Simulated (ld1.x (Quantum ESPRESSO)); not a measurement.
LDA (PZ) RRKJ dataset for Eu, scalar-relativistic all-electron reference.

* Element: Eu (Z = 63)
* Generator: ld1.x (Quantum ESPRESSO) 7.5
* Type: norm-conserving RRKJ (Kleinman–Bylander form)
* Functional: LDA (PZ)
* Relativity: scalar-relativistic
* Frozen core: [Kr] 4d10 5s2
* Valence charge: 15
* Reference configuration: 4f6 5p6 5d0 6s0 6p0 (charge +3)
* Partial waves: 5p (bound): rc 2.35 bohr; 5d (bound, empty): rc 2.35 bohr; 4f (bound): rc 0.95 bohr; 6s (bound, empty): rc 2.50 bohr
* Local potential: the s channel
* Core correction: none

Poles of the logarithmic derivatives, all-electron (AE) and pseudo (PS). s: poles at -5.3, 1.9 (AE) and -0.4, 3.6 (PS) Ry. p: poles at -3.5, 3.4 (AE) and -3.5 (PS) Ry. d: poles at -0.9 (AE) and -0.8 (PS) Ry. f: poles at -2.4, 2.2 (AE) and -2.4 (PS) Ry. Test radius 2.69 bohr.

* Cutoffs needed: 230 Ry and over 300 Ry (the cutoffs (Ry, on a coarse ladder) from which the occupation-weighted sum of valence levels, in a spherical-Bessel basis at the reference potential, stays within 10 and 1 mRy of its value at 400 Ry)
* Ghost test: no extra level below or beside the all-electron valence levels (p, d, f, s tested) (spherical-Bessel basis up to 400 Ry, 20 bohr box)
* Largest excitation error: -1257 meV (all-electron minus pseudo) for 4f7 5p6 5d0 6s0 6p0, out of 7 test configurations
